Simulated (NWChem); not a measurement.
Everything below was run with NWChem. System: HP, charge 0, spin multiplicity 3, at a geometry optimised with UPBE0/def2-SVP. The structure started from a generated list of species. Its SCF solution wasn't tested for a lower state. Level: UMP2/def2-SVP, 5 core orbitals frozen.

Job file:

```
start mol
memory heap 200 mb stack 900 mb global 1100 mb
geometry units angstroms nocenter noautoz
  P      0.000000     0.000000     0.089819
  H      0.000000     0.000000    -1.347288
  symmetry group C2v
end
basis spherical
  * library def2-svp
end
scf
  uhf
  nopen 2
  maxiter 100
  thresh 1e-7
  semidirect memsize 60000000 filesize 0
  # guess.movecs holds the orbitals of an unrestricted PBE0 run
  vectors input guess.movecs output mol.movecs
end
mp2
  freeze core 5
end
task mp2 energy
```

NWChem printed:

```
             Northwest Computational Chemistry Package (NWChem) 7.3.0
             --------------------------------------------------------

                                NWChem Input Module
                                -------------------

 Scaling coordinates for geometry "geometry" by  1.889725989
 (inverse scale =  0.529177249)

 Turning off AUTOSYM since
 SYMMETRY directive was detected!

                             Geometry "geometry" -> ""
                             -------------------------

 Output coordinates in angstroms (scale by  1.889725989 to convert to a.u.)

  No.       Tag          Charge          X              Y              Z
 ---- ---------------- ---------- -------------- -------------- --------------
    1 P                   15.0000     0.00000000     0.00000000     0.08981900
    2 H                    1.0000     0.00000000     0.00000000    -1.34728800

 Effective nuclear repulsion energy (a.u.)       5.5233595933

            Nuclear Dipole moment (a.u.)
            ----------------------------
        X                 Y               Z
 ---------------- ---------------- ----------------
     0.0000000000     0.0000000000    -0.0000056692

      Symmetry information
      --------------------

 Group name             C2v
 Group number             16
 Group order               4
 No. of unique centers     2

      Symmetry unique atoms

     1    2


 Summary of "ao basis" -> "" (spherical)
 ------------------------------------------------------------------------------
       Tag                 Description            Shells   Functions and Types
 ---------------- ------------------------------  ------  ---------------------
 *                          def2-svp                  on all atoms

 Summary of "ao basis" -> "ao basis" (spherical)
 ------------------------------------------------------------------------------
       Tag                 Description            Shells   Functions and Types
 ---------------- ------------------------------  ------  ---------------------
 P                          def2-svp                 8       18   4s3p1d
 H                          def2-svp                 3        5   2s1p

                                 NWChem SCF Module
                                 -----------------

  ao basis        = "ao basis"
  functions       =    23
  atoms           =     2
  alpha electrons =     9
  beta  electrons =     7
  charge          =   0.00
  wavefunction    = UHF
  use symmetry    = T
  symmetry adapt  = T

 Summary of "ao basis" -> "ao basis" (spherical)
 ------------------------------------------------------------------------------
       Tag                 Description            Shells   Functions and Types
 ---------------- ------------------------------  ------  ---------------------
 P                          def2-svp                 8       18   4s3p1d
 H                          def2-svp                 3        5   2s1p

      Symmetry analysis of basis
      --------------------------

        a1         12
        a2          1
        b1          5
        b2          5

 Forming initial guess at       0.0s

   Symmetry analysis of molecular orbitals - initial alpha
   -------------------------------------------------------

  Numbering of irreducible representations:

     1 a1          2 a2          3 b1          4 b2

  Orbital symmetries:

     1 a1          2 a1          3 b2          4 b1          5 a1
     6 a1          7 a1          8 b2          9 b1         10 a1
    11 a1         12 a1         13 b1         14 b2         15 a1
    16 a2         17 b1         18 b2         19 a1

   Symmetry analysis of molecular orbitals - initial beta
   ------------------------------------------------------

  Numbering of irreducible representations:

     1 a1          2 a2          3 b1          4 b2

  Orbital symmetries:

     1 a1          2 a1          3 a1          4 b2          5 b1
     6 a1          7 a1          8 b2          9 b1         10 a1
    11 a1         12 a1         13 b2         14 b1         15 b1
    16 b2         17 a1         18 a2         19 a1

 Starting SCF solution at       0.0s

 ----------------------------------------------
         Quadratically convergent UHF

 Convergence threshold     :          1.000E-07
 Maximum no. of iterations :          100
 Integral*density screening:          1.000E-09
 ----------------------------------------------

              iter       energy          gnorm     gmax       time
             ----- ------------------- --------- --------- --------
                 1     -341.1718971111  2.17D-01  6.98D-02      0.1
                 2     -341.1759232113  6.67D-03  3.19D-03      0.1
                 3     -341.1759440281  3.31D-05  1.55D-05      0.1
                 4     -341.1759440284  4.76D-09  2.06D-09      0.1

       Final UHF  results
       ------------------

         Total SCF energy =   -341.175944028444
      One electron energy =   -482.976550841257
      Two electron energy =    136.277247219550
 Nuclear repulsion energy =      5.523359593263

                       Sz =      1.0000
                 Sz(Sz+1) =      2.0000
                      S^2 =      2.0204

        Time for solution =      0.1s

       Symmetry analysis of molecular orbitals - alpha
       -----------------------------------------------

  Numbering of irreducible representations:

     1 a1          2 a2          3 b1          4 b2

  Orbital symmetries:

     1 a1          2 a1          3 b1          4 b2          5 a1
     6 a1          7 a1          8 b1          9 b2         10 a1
[...]
     4      2.178799  1 P  s                  3     -1.939124  1 P  s
    13     -0.486690  1 P  pz                 2     -0.437450  1 P  s
    20     -0.343315  2 H  s                 19     -0.331885  2 H  s

 Vector   12  Occ=0.000000D+00  E= 5.124487D-01  Symmetry=a1
              MO Center= -5.4D-18, -5.3D-18, -6.5D-01, r^2= 3.4D+00
   Bfn.  Coefficient  Atom+Function         Bfn.  Coefficient  Atom+Function
  ----- ------------  ---------------      ----- ------------  ---------------
    20     -1.427681  2 H  s                  4      1.379280  1 P  s
     3     -0.840722  1 P  s                 19      0.783972  2 H  s
    16      0.402992  1 P  d  0              10     -0.348928  1 P  pz
     2     -0.202788  1 P  s

                     UHF Final Beta Molecular Orbital Analysis
                     -----------------------------------------

 Vector    5  Occ=1.000000D+00  E=-5.376782D+00  Symmetry=b2
              MO Center= -2.5D-22,  3.2D-17,  9.0D-02, r^2= 8.2D-02
   Bfn.  Coefficient  Atom+Function         Bfn.  Coefficient  Atom+Function
  ----- ------------  ---------------      ----- ------------  ---------------
     6      0.985949  1 P  py

 Vector    6  Occ=1.000000D+00  E=-6.951734D-01  Symmetry=a1
              MO Center= -2.4D-17, -3.8D-17, -5.3D-01, r^2= 1.2D+00
   Bfn.  Coefficient  Atom+Function         Bfn.  Coefficient  Atom+Function
  ----- ------------  ---------------      ----- ------------  ---------------
     3      0.600019  1 P  s                  2      0.396046  1 P  s
    19      0.323095  2 H  s                  4      0.211817  1 P  s

 Vector    7  Occ=1.000000D+00  E=-4.276066D-01  Symmetry=a1
              MO Center= -1.3D-16, -1.1D-15,  1.1D-01, r^2= 1.8D+00
   Bfn.  Coefficient  Atom+Function         Bfn.  Coefficient  Atom+Function
  ----- ------------  ---------------      ----- ------------  ---------------
     3      0.384386  1 P  s                  4      0.355271  1 P  s
    13      0.340491  1 P  pz                10      0.315806  1 P  pz
    19     -0.316714  2 H  s                  2      0.253276  1 P  s
    20     -0.212062  2 H  s                  7     -0.178161  1 P  pz

 Vector    8  Occ=0.000000D+00  E= 6.423542D-02  Symmetry=b2
              MO Center=  3.1D-20,  9.9D-16,  7.8D-02, r^2= 2.1D+00
   Bfn.  Coefficient  Atom+Function         Bfn.  Coefficient  Atom+Function
  ----- ------------  ---------------      ----- ------------  ---------------
    12      0.806977  1 P  py                 9      0.285729  1 P  py
     6     -0.198609  1 P  py

 Vector    9  Occ=0.000000D+00  E= 6.423542D-02  Symmetry=b1
              MO Center= -2.3D-17,  5.2D-20,  7.8D-02, r^2= 2.1D+00
   Bfn.  Coefficient  Atom+Function         Bfn.  Coefficient  Atom+Function
  ----- ------------  ---------------      ----- ------------  ---------------
    11      0.806977  1 P  px                 8      0.285729  1 P  px
     5     -0.198609  1 P  px

 Vector   10  Occ=0.000000D+00  E= 2.055354D-01  Symmetry=a1
              MO Center= -1.3D-16, -1.4D-16, -9.6D-01, r^2= 3.2D+00
   Bfn.  Coefficient  Atom+Function         Bfn.  Coefficient  Atom+Function
  ----- ------------  ---------------      ----- ------------  ---------------
    20      1.732126  2 H  s                 13      1.211491  1 P  pz
     4     -0.970486  1 P  s                  3     -0.280219  1 P  s
    10      0.191678  1 P  pz                 2     -0.178534  1 P  s

 center of mass
 --------------
 x =   0.00000000 y =   0.00000000 z =   0.08415314

 moments of inertia (a.u.)
 ------------------
           7.198714565060           0.000000000000           0.000000000000
           0.000000000000           7.198714565060           0.000000000000
           0.000000000000           0.000000000000           0.000000000000

  Mulliken analysis of the total density
  --------------------------------------

    Atom       Charge   Shell Charges
 -----------   ------   -------------------------------------------------------
    1 P   15    14.95   2.00  1.99  1.24  0.66  5.93  1.27  1.82  0.04
    2 H    1     1.05   0.73  0.30  0.02

  Mulliken analysis of the alpha density
  --------------------------------------

    Atom       Charge   Shell Charges
 -----------   ------   -------------------------------------------------------
    1 P   15     8.52   1.00  1.00  0.63  0.36  2.97  1.00  1.53  0.03
    2 H    1     0.48   0.34  0.13  0.01

   Mulliken analysis of the beta density
   -------------------------------------

    Atom       Charge   Shell Charges
 -----------   ------   -------------------------------------------------------
    1 P   15     6.43   1.00  1.00  0.61  0.30  2.96  0.27  0.28  0.02
    2 H    1     0.57   0.39  0.17  0.01

   Mulliken analysis of the spin density
   -------------------------------------

    Atom       Charge   Shell Charges
 -----------   ------   -------------------------------------------------------
    1 P   15     2.09   0.00  0.00  0.02  0.06  0.01  0.73  1.25  0.01
    2 H    1    -0.09  -0.05 -0.04  0.00

       Multipole analysis of the density wrt the origin
       ------------------------------------------------

     L   x y z        total         alpha         beta         nuclear
     -   - - -        -----         -----         ----         -------
     0   0 0 0     -0.000000     -9.000000     -7.000000     16.000000

     1   1 0 0      0.000000      0.000000      0.000000      0.000000
     1   0 1 0      0.000000      0.000000      0.000000      0.000000
     1   0 0 1     -0.255713     -0.200752     -0.054956     -0.000006

     2   2 0 0    -10.445617     -7.761956     -2.683661      0.000000
     2   1 1 0      0.000000      0.000000      0.000000      0.000000
     2   1 0 1      0.000000      0.000000      0.000000      0.000000
     2   0 2 0    -10.445617     -7.761956     -2.683661      0.000000
     2   0 1 1      0.000000      0.000000      0.000000      0.000000
     2   0 0 2    -10.611812     -9.710315     -7.815780      6.914283

                   NWChem MP2 Semi-direct Energy/Gradient Module
                   ---------------------------------------------

  Basis functions       =     23
  Molecular orbitals    =     23
  Frozen core           =      5
  Frozen virtuals       =      0
  Active alpha occupied =      4
  Active beta occupied  =      2
  Active alpha virtual  =     14
  Active beta virtual   =     16
  Use MO symmetry       = T
  Use skeleton AO sym   = T

  AO/Fock/Back tols     =   1.0D-09  1.0D-09  1.0D-09

 GA uses MA = F    GA memory limited = T

 Available:
  local mem=  1.26D+08
 global mem=  1.44D+08
 local disk=  0.00D+00
  mp2_memr nvloc                    14
  nvloc new                    14
   1 passes of   4:        2097152                       2507                     53496.
   1 passes of   4: M    126155193           G      144178142           F     124058041.

 Semi-direct pass number   1 of   1  for UHF alpha       at        0.1s
  vrange nnbf                   276
  mp2_eaftype                    10  avail_ma_in_mb                  1099
 EAF : mp2_eaftype filesize          10      26748.
  mp2_eaf for mointskh                     10
Node 0 wrote      0.1 Mb in      0.0 s     Agg I/O rate:  1203.7 Mb/s
 Done moints_semi at        0.2s
  mp2_eaftype                    10  avail_ma_in_mb                  1089
 EAF : mp2_eaftype filesize          10      26748.
  mp2_eaf for kh                    10
 Done maket at        0.2s
 Done multipass loop at        0.2s

 GA uses MA = F    GA memory limited = T

 Available:
  local mem=  1.26D+08
 global mem=  1.44D+08
 local disk=  0.00D+00
  mp2_memr nvloc                    16
  nvloc new                    16
   1 passes of   2:        2097152                       1895                     30974.
   1 passes of   2: M    126155193           G      144178142           F     124058041.

 Semi-direct pass number   1 of   1  for UHF beta        at        0.2s
  vrange nnbf                   276
  mp2_eaftype                    10  avail_ma_in_mb                  1099
 EAF : mp2_eaftype filesize          10      15487.
  mp2_eaf for mointskh                     10
Node 0 wrote      0.1 Mb in      0.0 s     Agg I/O rate:  1399.3 Mb/s
 Done moints_semi at        0.3s
  mp2_eaftype                    10  avail_ma_in_mb                  1089
 EAF : mp2_eaftype filesize          10      15487.
  mp2_eaf for kh                    10
 Done maket at        0.3s
 Done multipass loop at        0.3s

          -------------------------------------------
          SCF energy                -341.175944028444
          Correlation energy          -0.080302983726
          Singlet pairs                0.000000000000
          Triplet pairs                0.000000000000
          Total MP2 energy          -341.256247012170
          -------------------------------------------

          ---------------------------------------------------
                    Spin Component Scaled (SCS) MP2
          Same spin pairs                     -0.016365213371
          Same spin scaling factor             0.333333333333
          Opposite spin pairs                 -0.063937770355
          Opposite spin scaling fact.          1.200000000000
          SCS-MP2 correlation energy          -0.082180395549
          Total SCS-MP2 energy              -341.258124423993
          ---------------------------------------------------

 -----------------------
 Performance information
 -----------------------

 Timer overhead =  1.79D-07 seconds/call

               Nr. of calls         CPU time (s)                 Wall time (s)                GFlops
             ---------------    -------------------     ------------------------------   -------------------
Name         Min   Avg   Max    Min     Avg     Max     Min     Avg     Max   Mx/calls   Min     Max     Sum
mp2: moin     2     2     2   0.12    0.12    0.12     0.12    0.12    0.12    5.99E-2   0.0     0.0     0.0
mp2: make     2     2     2   2.66E-3 2.66E-3 2.66E-3  2.66E-3 2.66E-3 2.66E-3 1.33E-3   0.0     0.0     0.0
mp2: tota     1     1     1   0.15    0.15    0.15     0.15    0.15    0.15    0.15      0.0     0.0     0.0

 The average no. of pstat calls per process was 5.00D+00
 with a timing overhead of 8.93D-07s

 Task  times  cpu:        0.2s     wall:        0.2s

 Total times  cpu:        0.3s     wall:        0.3s
```
